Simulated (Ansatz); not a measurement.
Program: Ansatz. Geometries: PBE0-D4/def2-TZVP. ΔE: electronic, gas phase. CBS: MP2 limit from def2 TZ/QZ plus the TZ coupled-cluster correction, frozen cores. This one scheme is used for every species. Functionals use def2-TZVPP. HSE06 is defined as in plane-wave codes. For Ge outer-core shells are correlated without core-valence functions, which leaves a few kJ/mol of doubt a bond. Scalar relativity is left out up to krypton.

Reaction (ligand exchange at a Ge–C bond): `C#[C][GeH2][CH3]` + H–F → `[CH3][GeH2][F]` + `C#C`

```
       level  ΔE (kcal/mol)
       HSE06          -10.1
MP2/def2-SVP          -11.6
```

**Question.** What does CCSD(T)/CBS give? (An estimate is asked.)

**Answer.** Computed: -9.1 kcal/mol. The listed levels differ from it by -1.0, -2.5 kcal/mol.

Largest T1 diagnostic among the species: 0.013.

From r2SCAN to r2SCAN0 (25 % exact exchange), in def2-TZVPP and without D4, ΔE moves by +0.9 kcal/mol. At CCSD(T), def2-SVP lies −3.2 kcal/mol from the extrapolated value and def2-TZVPP +0.4 kcal/mol. Leaving LDA and LC-ωPBE aside and taking each functional with its dispersion term where it has one, the values, not all of them listed here, spread over 4.1 kcal/mol, from B97M-V to PBE-QIDH. LDA lies +1.6 kcal/mol from PBE without D4.
